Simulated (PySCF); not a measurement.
# Telling isomers of C₃H₅FN₂Si apart by NMR

[PySCF 2.14: σ from GIAO-PBE0/pcSseg-1; coordinates at the GFN2-xTB level; one averaged value for each set of equivalent atoms; in vacuum; one computed conformer; no relativistic terms]

Shifts are taken against calculated references (same method and geometry level): ¹H (31.72 ppm) and ¹³C (186.93 ppm) vs TMS. Splittings of carbon signals by F and P are missing where no couplings were computed. Where no couplings were computed, multiplicities follow the n + 1 count of equivalent neighbours, and m marks all less simple cases (inequivalent or close neighbours, rings, F or P nearby). Shifts are as computed. Against solution values, carbons near 30 ppm lie about +3 ppm off and those near 130 ppm about +5 ppm. Of 1211 compounds with measured shifts, 218 miss one by over three times the rms of a fit or turn the order of signals round; such compounds aren't used in these exercises.

(1) Tabulate the signals of `N#C/C(CF)=N/[SiH3]`, `N#C[C@@H](F)/C=N/[SiH3]`, `Fc1ccn([SiH3])n1`, `Fc1nccn1[SiH3]` and their relative energies.

(2) What is the quickest way to tell Fc1ccn([SiH3])n1 from Fc1nccn1[SiH3]?

(3) What is the quickest way to tell N#C[C@@H](F)/C=N/[SiH3] from Fc1ccn([SiH3])n1?

(4) What is the quickest way to tell N#C/C(CF)=N/[SiH3] from Fc1nccn1[SiH3]?

## Answers

(1) 
| SMILES | carbon types | δC | δH | E rel. (kcal/mol) |
| --- | --- | --- | --- | --- |
| N#C/C(CF)=N/[SiH3] | 2×C 1×CH2 | 152.0, 117.2, 93.1 | 5.45 (m, 2H), 5.35 (s, 3H) | 35.1 |
| N#C[C@@H](F)/C=N/[SiH3] | 1×C 2×CH | 173.4, 118.6, 84.3 | 8.66 (m, 1H), 5.32 (m, 1H), 5.05 (s, 3H) | 37.3 |
| Fc1ccn([SiH3])n1 | 1×C 2×CH | 177.2, 140.5, 99.4 | 7.42 (m, 1H), 6.09 (m, 1H), 5.14 (s, 3H) | 12.1 |
| Fc1nccn1[SiH3] | 1×C 2×CH | 162.7, 132.6, 120.8 | 6.99 (m, 1H), 6.37 (m, 1H), 5.02 (s, 3H) | 0.0 |

Energies are electronic energies at PBE0/pcSseg-1 on these geometries, without zero-point or thermal terms, each for the one conformer computed, which needn't be the lowest.

(2) Both give the same number of carbon signals, with the same numbers of each carbon type, so the positions decide. The first has an aromatic CH at 99.4 ppm, the second an aromatic CH next to a ring nitrogen at 120.8 ppm. Their most deshielded carbons lie at 177.2 and 162.7 ppm. In the proton spectra the most deshielded non-exchanging signals are 7.42 (m, 1H) and 6.99 (m, 1H).

(3) Both give the same number of carbon signals, with the same numbers of each carbon type, so the positions decide. The first has a nitrile carbon (C) at 118.6 ppm, the second an aromatic carbon bearing fluorine (C) at 177.2 ppm. Their most deshielded carbons lie at 173.4 and 177.2 ppm. In the proton spectra the most deshielded non-exchanging signals are 8.66 (m, 1H) and 7.42 (m, 1H).

(4) Both give the same number of carbon signals, but DEPT or the intensities differ. The first has an sp3 CH2 bonded to F at 93.1 ppm, the second an aromatic CH next to a ring nitrogen at 132.6 ppm. Their most deshielded carbons lie at 152.0 and 162.7 ppm. In the proton spectra the most deshielded non-exchanging signals are 5.45 (m, 2H) and 6.99 (m, 1H).
